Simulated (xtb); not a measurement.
Computed with GFN2-xTB (xtb).

```
xtb start.xyz --ohess tight --gfn 2 --chrg 0 --uhf 0 --iterations 400

# start.xyz
7

O      1.940556    -0.736885    -0.155091
In     0.081518    -0.101476    -0.888509
O     -0.219567     2.072291    -0.420011
O     -1.564996    -1.314479    -0.439869
H      1.943968    -0.757333     0.838692
H     -0.378014     1.953245     0.559959
H     -1.803465    -1.115363     0.504829
```

Output:

```
[...]
        10        2.0000           -0.4741266             -12.9016
        11        2.0000           -0.4740127             -12.8985
        12        2.0000           -0.4739915             -12.8980 (HOMO)
        13                         -0.3296578              -8.9704 (LUMO)
        14                         -0.1186332              -3.2282
        15                          0.0011282               0.0307
        16                          0.0057278               0.1559
        17                          0.0058119               0.1582
       ...                                ...                  ...
        24                          0.6579307              17.9032
      -------------------------------------------------------------
                  HL-Gap            0.1443338 Eh            3.9275 eV
             Fermi-level           -0.4018247 Eh          -10.9342 eV


         :::::::::::::::::::::::::::::::::::::::::::::::::::::
         ::                     SUMMARY                     ::
         :::::::::::::::::::::::::::::::::::::::::::::::::::::
         :: total energy             -14.962897655970 Eh    ::
         :: gradient norm              0.000054103711 Eh/a0 ::
         :: HOMO-LUMO gap              3.927521345976 eV    ::
         ::.................................................::
         :: SCC energy               -15.023889460735 Eh    ::
         :: -> isotropic ES            0.096204827506 Eh    ::
         :: -> anisotropic ES         -0.003859081874 Eh    ::
         :: -> anisotropic XC         -0.002281047534 Eh    ::
         :: -> dispersion             -0.002606227914 Eh    ::
         :: repulsion energy           0.060991804765 Eh    ::
         :: add. restraining           0.000000000000 Eh    ::
         :: total charge               0.000000000000 e     ::
         :::::::::::::::::::::::::::::::::::::::::::::::::::::

           -------------------------------------------------
          |                Numerical Hessian                |
           -------------------------------------------------
step length          :   0.00500
SCC accuracy         :   0.30000
Hessian scale factor :   1.00000
frozen atoms in %    :   0.00000    0
RMS gradient         :   0.00005
estimated CPU  time      0.00 min
estimated wall time      0.00 min

writing file <hessian>.

 projected vibrational frequencies (cm⁻¹)
eigval :       -0.00    -0.00    -0.00     0.00     0.00     0.00
eigval :      112.56   112.77   113.81   293.77   294.31   307.80
eigval :      410.05   468.55   468.59   708.65   752.68   753.19
eigval :     3629.97  3630.32  3631.34
           -------------------------------------------------
          |                Property Printout                |
           -------------------------------------------------

    * Orbital Energies and Occupations

         #    Occupation            Energy/Eh            Energy/eV
      -------------------------------------------------------------
         1        2.0000           -0.6936299             -18.8746
         2        2.0000           -0.6848820             -18.6366
         3        2.0000           -0.6848657             -18.6361
         4        2.0000           -0.6114006             -16.6371
         5        2.0000           -0.5648194             -15.3695
         6        2.0000           -0.5647991             -15.3690
         7        2.0000           -0.5291206             -14.3981
         8        2.0000           -0.4797844             -13.0556
         9        2.0000           -0.4741507             -12.9023
        10        2.0000           -0.4741266             -12.9016
        11        2.0000           -0.4740128             -12.8985
        12        2.0000           -0.4739915             -12.8980 (HOMO)
        13                         -0.3296578              -8.9704 (LUMO)
        14                         -0.1186332              -3.2282
        15                          0.0011282               0.0307
        16                          0.0057278               0.1559
        17                          0.0058119               0.1582
        18                          0.0196790               0.5355
        19                          0.0197761               0.5381
        20                          0.1476656               4.0182
        21                          0.1480210               4.0279
        22                          0.3571924               9.7197
        23                          0.6575713              17.8934
        24                          0.6579307              17.9032
      -------------------------------------------------------------
                  HL-Gap            0.1443337 Eh            3.9275 eV
             Fermi-level           -0.4018246 Eh          -10.9342 eV

     #   Z          covCN         q      C6AA      α(0)
     1   8 O        1.558    -0.470    22.317     6.374
     2  49 In       2.453     0.417   271.911    31.718
     3   8 O        1.558    -0.470    22.319     6.374
     4   8 O        1.558    -0.470    22.318     6.374
     5   1 H        0.871     0.331     0.628     1.241
     6   1 H        0.870     0.331     0.628     1.241
     7   1 H        0.871     0.331     0.628     1.241

 Mol. C6AA /au·bohr⁶  :       1066.554017
 Mol. C8AA /au·bohr⁸  :      72924.883535
 Mol. α(0) /au        :         54.562778

Wiberg/Mayer (AO) data.
largest (>0.10) Wiberg bond orders for each atom

 ---------------------------------------------------------------------------
     #   Z sym  total        # sym  WBO       # sym  WBO       # sym  WBO
 ---------------------------------------------------------------------------
     1   8 O    2.194 --     2 In   1.003     5 H    0.866     4 O    0.161
                             3 O    0.161
     2  49 In   3.074 --     3 O    1.003     1 O    1.003     4 O    1.003
     3   8 O    2.194 --     2 In   1.003     6 H    0.866     4 O    0.161
                             1 O    0.161
     4   8 O    2.194 --     2 In   1.003     7 H    0.866     1 O    0.161
                             3 O    0.161
     5   1 H    0.891 --     1 O    0.866
     6   1 H    0.891 --     3 O    0.866
     7   1 H    0.891 --     4 O    0.866
 ---------------------------------------------------------------------------

Topologies differ in total number of bonds
Writing topology from bond orders to xtbtopo.mol

molecular dipole:
                 x           y           z       tot (Debye)
 q only:        0.000       0.001      -0.000
   full:        0.001       0.001      -0.001       0.004
molecular quadrupole (traceless):
                xx          xy          yy          xz          yz          zz
 q only:        0.511       0.001       0.530       0.159      -0.101      -1.041
  q+dip:        0.225      -0.007       0.244       0.070      -0.045      -0.469
   full:       -0.583      -0.023      -0.576      -0.182       0.112       1.158

           -------------------------------------------------
          |                Geometry Summary                 |
           -------------------------------------------------

      molecular mass/u    :      165.8401236
   center of mass at/Å    :        0.0003585      -0.0002181       0.0000227
  moments of inertia/u·Å² :        0.9838416E+02   0.9849730E+02   0.1968815E+03
rotational constants/cm⁻¹ :        0.1713450E+00   0.1711482E+00   0.8562326E-01

 * 6 selected distances

     #   Z          #   Z                                           value/Å
     1   8 O        2  49 In                                      1.9314073 (max)
     2  49 In       3   8 O                                       1.9312852
     2  49 In       4   8 O                                       1.9313640
     1   8 O        5   1 H                                       0.9571245
     3   8 O        6   1 H                                       0.9570874 (min)
     4   8 O        7   1 H                                       0.9571067

 * 2 distinct bonds (by element types)

   Z      Z             #   av. dist./Å        max./Å        min./Å
   1 H    8 O           3     0.9571062     0.9571245     0.9570874
   8 O   49 In          3     1.9313522     1.9314073     1.9312852

           -------------------------------------------------
          |               Frequency Printout                |
           -------------------------------------------------
Molecule has the following symmetry elements: (C3) (S3) (sigma)
It seems to be the C3h point group
 projected vibrational frequencies (cm⁻¹)
eigval :       -0.00    -0.00    -0.00     0.00     0.00     0.00
eigval :      112.56   112.77   113.81   293.77   294.31   307.80
eigval :      410.05   468.55   468.59   708.65   752.68   753.19
eigval :     3629.97  3630.32  3631.34
 reduced masses (amu)
   1: 44.85   2: 72.71   3: 76.74   4: 38.61   5: 43.48   6: 19.96   7: 25.74   8: 25.73
   9: 45.26  10:  2.37  11:  2.37  12:  2.42  13: 15.48  14: 33.70  15: 33.69  16:  2.00
  17:  3.38  18:  3.38  19:  1.89  20:  1.89  21:  1.89
 IR intensities (km·mol⁻¹)
   1:  0.00   2:  0.00   3:  0.00   4:  0.00   5:  0.00   6:  0.00   7: 13.26   8: 13.24
   9: 10.64  10:  0.21  11:  0.01  12:524.73  13:  0.00  14: 55.69  15: 55.71  16:  0.01
  17:221.46  18:221.75  19: 69.19  20: 70.89  21:  1.10
 Raman intensities (Ä⁴*amu⁻¹)
   1:  0.00   2:  0.00   3:  0.00   4:  0.00   5:  0.00   6:  0.00   7:  0.00   8:  0.00
   9:  0.00  10:  0.00  11:  0.00  12:  0.00  13:  0.00  14:  0.00  15:  0.00  16:  0.00
  17:  0.00  18:  0.00  19:  0.00  20:  0.00  21:  0.00
 output can be read by thermo (or use thermo option).
 writing <g98.out> molden fake output.
 recommended (thermochemical) frequency scaling factor: 1.0
           -------------------------------------------------
          |             Thermodynamic Functions             |
           -------------------------------------------------

c3h symmetry found (for desy threshold:  0.10E+00) used in thermo

          ...................................................
          :                      SETUP                      :
          :.................................................:
          :  # frequencies                          15      :
          :  # imaginary freq.                       0      :
          :  linear?                             false      :
          :  only rotor calc.                    false      :
          :  symmetry                              c3h      :
          :  rotational number                       3      :
          :  scaling factor                  1.0000000      :
          :  rotor cutoff                   50.0000000 cm⁻¹ :
          :  imag. cutoff                  -20.0000000 cm⁻¹ :
          :.................................................:

    mode    ω/cm⁻¹     T·S(HO)/kcal·mol⁻¹    T·S(FR)/kcal·mol⁻¹   T·S(vib)
   ------------------------------------------------------------------------
       1    112.56    -0.96130 ( 96.25%)    -0.81581 (  3.75%)    -0.95585
       2    112.77    -0.96026 ( 96.28%)    -0.81528 (  3.72%)    -0.95487
       3    113.81    -0.95495 ( 96.41%)    -0.81256 (  3.59%)    -0.94983
       4    293.77    -0.43296 ( 99.92%)    -0.53184 (  0.08%)    -0.43304
       5    294.31    -0.43203 ( 99.92%)    -0.53129 (  0.08%)    -0.43211
   ------------------------------------------------------------------------

   temp. (K)  partition function   enthalpy   heat capacity  entropy
                                   cal/mol     cal/K/mol   cal/K/mol   J/K/mol
 298.15  VIB   47.7                 2816.116     17.102     17.075
         ROT  0.352E+05              888.752      2.981     23.784
         INT  0.168E+07             3704.868     20.083     40.859
         TR   0.207E+28             1481.254      4.968     41.207
         TOT                        5186.1223    25.0513    82.0659   343.3636

       T/K    H(0)-H(T)+PV         H(T)/Eh          T*S/Eh         G(T)/Eh
   ------------------------------------------------------------------------
    298.15    0.826461E-02    0.440053E-01    0.389921E-01    0.501319E-02
   ------------------------------------------------------------------------

         :::::::::::::::::::::::::::::::::::::::::::::::::::::
         ::                  THERMODYNAMIC                  ::
         :::::::::::::::::::::::::::::::::::::::::::::::::::::
         :: total free energy         -14.957884464120 Eh   ::
         ::.................................................::
         :: total energy              -14.962897655970 Eh   ::
         :: zero point energy           0.035740719586 Eh   ::
         :: G(RRHO) w/o ZPVE           -0.030727527736 Eh   ::
         :: G(RRHO) contrib.            0.005013191850 Eh   ::
         :::::::::::::::::::::::::::::::::::::::::::::::::::::

optimized geometry written to: xtbopt.xyz

           -------------------------------------------------
          | TOTAL ENERGY              -14.962897655970 Eh   |
          | TOTAL ENTHALPY            -14.918892324368 Eh   |
          | TOTAL FREE ENERGY         -14.957884464120 Eh   |
          | GRADIENT NORM               0.000054086645 Eh/α |
          | HOMO-LUMO GAP               3.927520453099 eV   |
           -------------------------------------------------

------------------------------------------------------------------------
```

Cost: roughly 0.4 core-seconds.
